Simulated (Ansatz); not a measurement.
**Ligand exchange: CH4SZn + Ge(SH)2 → CH4S2Zn + GeH(SH)**

Species: CH4SZn `C[S][ZnH]`, singlet; Ge(SH)2, singlet; CH4S2Zn `C[S][Zn][SH]`, singlet; GeH(SH), singlet. The partners trade H for SH: Zn–H and Ge–SH bonds give way to Zn–SH and Ge–H.

Shapes, held fixed at every level: PBE0-D4/def2-TZVP. Flexible molecules stand in one conformer, not always the lowest. Programs: Ansatz 0.2.0. Electronic energies: no zero-point or thermal term.

(1) Estimate ΔE of this reaction.

## Answers

(1) wB97M-V/def2-TZVPP gives ΔE = +11.5 kJ/mol; the levels span -5.9 to +21.1. They disagree on the sign: 6 of 7 are positive. The median of the levels is +14.4. No measured value is set beside it here. Relativity is left out for Ge, Zn. Times are processor times on shared x86 and Arm servers, and rough.

```json
{"level": "HF/def2-TZVPP", "kind": "Hartree–Fock", "ΔE (kJ/mol)": "-5.9", "CPU time (sum over the molecules)": "–"}
{"level": "PBE-D4/def2-TZVPP", "kind": "GGA", "ΔE (kJ/mol)": "+21.1", "CPU time (sum over the molecules)": "18 s"}
{"level": "r2SCAN-D4/def2-TZVPP", "kind": "meta-GGA", "ΔE (kJ/mol)": "+17.1", "CPU time (sum over the molecules)": "39 s"}
{"level": "B3LYP-D4/def2-TZVPP", "kind": "global hybrid", "ΔE (kJ/mol)": "+17.3", "CPU time (sum over the molecules)": "34 s"}
{"level": "PBE0-D4/def2-TZVPP", "kind": "global hybrid", "ΔE (kJ/mol)": "+14.4", "CPU time (sum over the molecules)": "24 s"}
{"level": "wB97X-V/def2-TZVPP", "kind": "range-separated hybrid", "ΔE (kJ/mol)": "+9.1", "CPU time (sum over the molecules)": "59 s"}
{"level": "wB97M-V/def2-TZVPP", "kind": "range-separated hybrid", "ΔE (kJ/mol)": "+11.5", "CPU time (sum over the molecules)": "86 s"}
```
